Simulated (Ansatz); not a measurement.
Molecule: LiH, charge -1, multiplicity 2. SMILES: [LiH-]
Structure (B3LYP-D3(BJ)/def2-TZVP (Ansatz, a first-principles code) minimum search):
```xyz
2

Li     0.0000     0.0000    -0.4240
H      0.0000     0.0000     1.2720
```
Charge -1, spin multiplicity 2.

Question: Give the harmonic wavenumbers at B3LYP-D3(BJ)/def2-TZVP (Ansatz, finite differences of forces, unscaled).

Answer: 1124 cm⁻¹. Zero-point energy 1.6 kcal/mol.

Question: From these and the geometry, give the ideal-gas thermochemistry at 298.15 K and 1 atm (rigid rotor, harmonic oscillator).

Answer: Point group C∞v, rotational symmetry number 1. Rotational constants 199.6, 199.6 GHz. S(trans) 32.17, S(rot) 8.82, S(vib) 0.06, S(elec, spin only) 1.38, S 42.4 cal/(mol K). H(298) - H(0) 2.09 kcal/mol; G - E(el) -9.0 kcal/mol.
